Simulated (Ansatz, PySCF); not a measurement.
Gas-phase reaction (SMILES): C[O][Ge]([Br])([O]C)[O]C + 7 [H][H] (H2) → Br (HBr) + 3 C (CH4) + [GeH4] (GeH4) + 3 O (H2O); energy of full hydrogenation.

Structures are relaxed separately at B3LYP-D3(BJ)/def2-TZVP in Ansatz (a first-principles code), one conformer each, not searched for the lowest. Correlated levels leave the core frozen unless marked. Spin-orbit coupling is left out. Frozen are the shells of the preceding noble gas and the d and f shells that filled before the atom's block. No relativistic terms. CBS(X,Y): correlation extrapolated as X^-3; Hartree-Fock from the larger set. [CCSD(T)-MP2]/basis is that difference in the basis named. Thermal terms are rigid-rotor harmonic-oscillator values from B3LYP-D3(BJ) frequencies (Ansatz or PySCF) at 298.15 K and 1 atm. 1 Eh = 627.5095 kcal/mol.

```
species                   E, RI-MP2/CBS(aug-cc-pVTZ,aug-cc-pVQZ)+[CCSD(T)-MP2]/aug-cc-pVTZ (Ansatz) (Eh)  E, B3LYP-D3(BJ)/def2-TZVPD (Ansatz + dftd3) (Eh)  H - E (Eh)
------------------------  ------------------------------------------------------------------------------  ------------------------------------------------  ----------
C[O][Ge]([Br])([O]C)[O]C                                                                     -4993.39461                                       -4996.90731     0.14101
[H][H] (H2)                                                                                     -1.17524                                          -1.17983     0.01336
Br (HBr)                                                                                     -2573.28323                                       -2574.79060     0.00927
C (CH4)                                                                                        -40.46129                                         -40.53958     0.04840
[GeH4] (GeH4)                                                                                -2077.90850                                       -2079.44528     0.03354
O (H2O)                                                                                        -76.37791                                         -76.46738     0.02495
```

Problem. Work out ΔE and ΔH at 298.15 K at the first level, then ΔH at the second.

Solution. 
1. ΔE = [(-2573.28323) + 3×(-40.46129) + (-2077.90850) + 3×(-76.37791)] - [(-4993.39461) + 7×(-1.17524)] = -0.08804 Eh = -55.2 kcal/mol at RI-MP2/CBS(aug-cc-pVTZ,aug-cc-pVQZ)+[CCSD(T)-MP2]/aug-cc-pVTZ.
2. The terms H - E add up to 0.02833 Eh, so ΔH = (-0.08804 + (0.02833))×627.5095 = -37.5 kcal/mol.
3. At B3LYP-D3(BJ)/def2-TZVPD the same steps give ΔE = -56.9 and ΔH = -39.1 kcal/mol, a shift of -1.6 from the first level.
4. These values are not checked against measurement here, since the tables used lack a sound gas-phase enthalpy of formation for at least one species.
